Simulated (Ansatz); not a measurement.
Stepwise reaction of `[NH2][Al]([NH2])[NH2]` with hydrogen chloride, as a gas-phase model of exchange steps in deposition or etching. ΔE in kJ/mol; ΔG adds harmonic PBE0-D4 terms to CCSD(T)/CBS, at 1 bar.

Isolated molecules relaxed with PBE0-D4/def2-TZVP in Ansatz; ΔE leaves out vibrations. CBS: MP2 limit from def2 TZ/QZ plus the TZ coupled-cluster correction, frozen cores. This one scheme is used for every species. DFT in def2-TZVPP. B3LYP here is the variant with VWN-RPA as its local correlation; programs differ in this. One conformer a species, not always the lowest.

```json
{"step": "1", "reaction": "`[NH2][Al]([NH2])[NH2]` + HCl → `[NH2][Al]([NH2])[Cl]` + NH₃", "PBE-D4": "-90.9", "B3LYP-D4": "-89.3", "ωB97M-V": "-91.1", "CCSD(T)/CBS": "-89.6", "ΔG(500 K)": "-82.7"}
{"step": "3", "reaction": "`[NH2][Al]([Cl])[Cl]` + HCl → `[Cl][Al]([Cl])[Cl]` + NH₃", "PBE-D4": "-59.6", "B3LYP-D4": "-57.2", "ωB97M-V": "-58.7", "CCSD(T)/CBS": "-59.7", "ΔG(500 K)": "-48.7"}
```

Question: Give the row of step 2, `[NH2][Al]([NH2])[Cl]` + HCl → `[NH2][Al]([Cl])[Cl]` + NH₃. (An estimate is asked.)

Answer: Ansatz gave: 
```tsv
step	reaction	PBE-D4	B3LYP-D4	ωB97M-V	CCSD(T)/CBS	ΔG(500 K)
2	`[NH2][Al]([NH2])[Cl]` + HCl → `[NH2][Al]([Cl])[Cl]` + NH₃	-75.6	-73.3	-74.8	-74.7	-65.3
```

Question: By hand: ΔE of the 3 steps together at CCSD(T)/CBS.

Answer: (-89.6) + (-74.7) + (-59.7) = -224.0 kJ/mol, or -74.7 kJ/mol a step.

In ΔE each step is higher than the one before. All are downhill at CCSD(T)/CBS. ΔG lies between -82.7 and -48.7 kJ/mol a step. PBE-D4 differs from CCSD(T)/CBS by -1.3 to 0.1 kJ/mol a step. Isolated molecules leave out the surface, adducts and barriers. Largest T1 diagnostic: 0.009.
